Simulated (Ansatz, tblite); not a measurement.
Forces on Si3S4⁻ at its PBE-D4/def2-SVPD geometry. The state is a doublet with charge -1.

The xTB rows come from tblite. Another isomer (doublet) lies 0.88 eV lower at PBE0-D4/def2-TZVPD; other spin states weren't run for this one.

GFN1-xTB (tblite), largest force 1.76 eV/Å:

```xyz
7
positions Å, forces eV/Å
Si    1.259   -1.273   -0.021    0.184   -0.327    0.135
Si   -0.726    2.079   -0.044   -1.665    0.092    0.567
Si   -1.464   -0.209   -0.697    1.246    0.537    0.258
S    -0.338   -0.760    1.271    0.260   -0.127   -0.597
S    -2.169    3.089    0.965    1.113   -0.558   -0.682
S     3.011   -2.112    0.429   -0.967    0.508   -0.264
S     0.428   -0.813   -1.903   -0.171   -0.124    0.584
```

GFN2-xTB (tblite), largest force 1.71 eV/Å:

```
Si -0.534 -0.005 -0.049
Si -0.612 -1.179 -0.473
Si 0.248 1.635 0.453
S 0.297 -0.264 -0.035
S -0.022 0.037 -0.017
S 0.382 -0.120 0.082
S 0.241 -0.103 0.039
```

PBE-D4/def2-TZVPD (Ansatz), largest force 0.38 eV/Å:

```
Si -0.116 0.013 -0.032
Si -0.303 0.133 0.183
Si 0.362 -0.064 0.094
S 0.129 -0.015 -0.301
S 0.270 -0.185 -0.180
S -0.329 0.159 -0.081
S -0.014 -0.042 0.318
```
